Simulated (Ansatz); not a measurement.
`C[O][W]([OH])([OH])([OH])([Cl])[O]C`, 18 atoms. The species carries charge 0 and has multiplicity 1. Correlated methods include outer-core shells of W, which these sets cover unevenly. W: def2 effective core potential. Hardware: A = 4 threads of an AMD EPYC 7R13 on a shared host and a share of an NVIDIA H100 80 GB; B = 4 threads of an AMD EPYC 7R13 on a shared host. Correlated methods freeze the cores.

Task: Give the basis size and wall time and peak host memory of each of these runs in Ansatz. RHF-CCSD(T)/def2-SVP energy [A]; RKS revPBE-D4/def2-TZVPP energy [A]; RKS PBE0-D4/def2-TZVP relaxation (60 steps) [A]; RKS PBE-QIDH (frozen core)/def2-TZVPP energy [A]; direct RPA on PBE orbitals/def2-TZVPP energy [A]; RKS LC-ωPBE/def2-TZVPP energy [A]; RKS ωB97M-V/def2-QZVPP energy [A]; RKS PBE0-D4/def2-SVP energy [B]; RKS PBE0-D4/def2-QZVPP energy [A]; RHF-MP2/def2-QZVPP energy [A]; RKS B2PLYP (frozen core)/def2-TZVPP energy [A]; RKS ωB97M-V/def2-SVP energy [B]. (An estimate is asked.)

Result: Computed: Other jobs shared the machine, so times are rough.

```csv
level,job,functions,wall time,peak host memory (GiB)
RKS revPBE-D4/def2-TZVPP,energy [A],441,2.9 s,0.97
RKS PBE0-D4/def2-SVP,energy [B],193,3.7 s,0.91
RKS B2PLYP (frozen core)/def2-TZVPP,energy [A],441,3.8 s,2.2
RKS PBE-QIDH (frozen core)/def2-TZVPP,energy [A],441,4.5 s,2.2
RKS LC-ωPBE/def2-TZVPP,energy [A],441,6 s,0.99
RHF-CCSD(T)/def2-SVP,energy [A],193,6.5 s,0.86
direct RPA on PBE orbitals/def2-TZVPP,energy [A],441,7 s,2.2
RKS PBE0-D4/def2-QZVPP,energy [A],820,8 s,1.4
RHF-MP2/def2-QZVPP,energy [A],820,9 s,1.5
RKS ωB97M-V/def2-QZVPP,energy [A],820,10 s,1.6
RKS ωB97M-V/def2-SVP,energy [B],193,12 s,1.2
RKS PBE0-D4/def2-TZVP,relaxation (60 steps) [A],348,2.5 min,1.1
```

LC-ωPBE has ω = 0.4 bohr⁻¹.
